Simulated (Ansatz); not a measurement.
One change: `[SnH3][c]1ccccc1` becomes `c1ccccc1`.

Ansatz, PBE0-D4/def2-TZVP geometries, multiplicity 1. 

Elements past krypton have def2 core potentials.

| property | `[SnH3][c]1ccccc1` |
| --- | --- |
| LUMO energy (B3LYP/def2-TZVPP) / eV | -0.73 |
| LUMO energy (ωB97M-V/def2-TZVPP) / eV | 1.41 |
| HOMO–LUMO gap (B3LYP/def2-TZVPP) / eV | 6.42 |
| HOMO energy (ωB97M-V/def2-TZVPP) / eV | -9.43 |
| HOMO–LUMO gap (ωB97M-V/def2-TZVPP) / eV | 10.85 |
| size of the dipole moment (PBE/def2-TZVPP) / D | 0.89 |

Problem. Give the same properties after the change, and the shifts. (An estimate is asked.)

Solution. Computed: 
| property | `c1ccccc1` | shift |
| --- | --- | --- |
| LUMO energy (B3LYP/def2-TZVPP) / eV | -0.38 | 0.35 |
| LUMO energy (ωB97M-V/def2-TZVPP) / eV | 1.84 | 0.43 |
| HOMO–LUMO gap (B3LYP/def2-TZVPP) / eV | 6.69 | 0.27 |
| HOMO energy (ωB97M-V/def2-TZVPP) / eV | -9.40 | 0.03 |
| HOMO–LUMO gap (ωB97M-V/def2-TZVPP) / eV | 11.24 | 0.39 |
| size of the dipole moment (PBE/def2-TZVPP) / D | 0.00 | -0.89 |

With PBE0 the HOMO rises by 0.07 eV and the LUMO rises by 0.36 eV, so the gap widens by about 0.29 eV. PBE moves the HOMO by 0.09 eV and ωB97M-V by 0.03 eV.

B3LYP here is the variant with VWN-RPA as its local correlation; programs differ in this.
